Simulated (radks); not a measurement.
Spherical jellium clusters: N electrons in a uniform positive sphere of charge N and radius rs N^(1/3), rs = 4.17 bohr. Method: non-relativistic Kohn-Sham, PBEsol, spin-polarised, spherical densities; computed with a radial shooting solver with Libxc functionals. Levels are named by radial order and angular momentum (1s, 1p, 1d, 2s, ...), and open shells are averaged over m.

N = 15, configuration 1s2 1p6 1d(up 5, down 2). This is the lowest configuration that the search found. Occupied levels:

level,occupation,eigenvalue (eV),<r> (bohr)
1s up,1,-4.7792,6.507
1s down,1,-4.6397,6.112
1p up,3,-3.9477,7.731
1p down,3,-3.6997,7.567
1d up,5,-2.9057,8.636
1d down,2,-2.6132,8.591

Energy (eV): total -27.0479, kinetic 24.755, external -704.30, Hartree 347.90, exchange-correlation -52.606, background 357.21.
